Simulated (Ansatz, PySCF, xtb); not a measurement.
Stretching the Si3–C2 bond in C2H6O3Si (SMILES C=C[Si](O)(O)O) (multiplicity 1 held, fragments rigid). Energies count from the point at 1.849 Å.
Geometry at that point (charge 0, multiplicity 1):
```json
[
 {"atom": "C", "x (Å)": "2.1784", "y (Å)": "-0.7878", "z (Å)": "0.7767"},
 {"atom": "C", "x (Å)": "1.4544", "y (Å)": "-0.3712", "z (Å)": "-0.2607"},
 {"atom": "Si", "x (Å)": "-0.3241", "y (Å)": "0.1208", "z (Å)": "-0.1397"},
 {"atom": "O", "x (Å)": "-0.9597", "y (Å)": "-0.3497", "z (Å)": "1.3063"},
 {"atom": "O", "x (Å)": "-0.5798", "y (Å)": "1.7405", "z (Å)": "-0.2152"},
 {"atom": "O", "x (Å)": "-1.0594", "y (Å)": "-0.5467", "z (Å)": "-1.4419"},
 {"atom": "H", "x (Å)": "1.7534", "y (Å)": "-0.8727", "z (Å)": "1.7715"},
 {"atom": "H", "x (Å)": "3.2251", "y (Å)": "-1.0574", "z (Å)": "0.6840"},
 {"atom": "H", "x (Å)": "1.9414", "y (Å)": "-0.3039", "z (Å)": "-1.2306"},
 {"atom": "H", "x (Å)": "-0.9381", "y (Å)": "-1.2854", "z (Å)": "1.5214"},
 {"atom": "H", "x (Å)": "-0.5250", "y (Å)": "2.2363", "z (Å)": "0.6055"},
 {"atom": "H", "x (Å)": "-1.9246", "y (Å)": "-0.2066", "z (Å)": "-1.6859"}
]
```

U- levels take the lowest unrestricted solution at each point, which mixes spins at long bonds. Left out are points that failed, MP2 points that dive below the minimum, coupled-cluster points behind a jump of the amplitudes or a sharp parting from full CI or MRCI, small-basis points behind a change of solution, and semi-empirical points at long bonds. Levels need not reach the same state.

Rows in 6-31G* carry no dispersion term and start afresh at each structure (6-31G* with six Cartesian d functions).

The values were computed with Ansatz (Gaussian basis) for Hartree–Fock, density functionals and correlated methods; PySCF for 6-31G* rows; xtb for the GFN methods. Each number belongs to the level named beside it. The GFN methods have no spin term and hold the electronic entropy of 300 K.

Energies in kJ/mol.

```
R (Å)  GFN2-xTB  U-HF/6-31G*  U-PBE/cc-pV(T+d)Z  R-BP86/6-31G*  U-wB97X-V/cc-pV(T+d)Z
-----  --------  -----------  -----------------  -------------  ---------------------
1.479       452          279                253            262                    255
1.664        80           53                 49             52                     47
1.849         0            0                  0              0                      0
2.034        18           27                 21             20                     26
2.219        66           90                 71             69                     83
2.497       153          205                159            158                    186
2.774       238          293                242            242                    287
3.236       349          348                351            354                    411
3.699       416          363                409            429                    456
4.253       455          368                432            486                    473
4.993       468          370                440       left out                    479
```

Doubts at one or more of the structures used: a spin-contaminated determinant (U-HF/6-31G*, U-PBE/cc-pV(T+d)Z, U-wB97X-V/cc-pV(T+d)Z); a restricted determinant that unrestricted orbitals would lower (R-BP86/6-31G*).

Ansatz is a program for electronic structure.
